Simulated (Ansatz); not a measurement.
Problem. Name a neutral molecule of B, C and H with ideal-gas entropy at 298 K and 1 bar (rigid rotor, harmonic PBE0-D4/def2-TZVP) between 325 and 341 J/(mol·K) and LUMO energy (PBE0/def2-TZVPP) between -0.95 and -0.65 eV (Ansatz, PBE0-D4/def2-TZVP geometry).

Solution. `CBBC` (328 J/(mol·K), -0.94 eV); `CBC1=CB1` (327 J/(mol·K), -0.81 eV). Other molecules can fit too; these were computed, each in one conformer that needn't be the lowest.
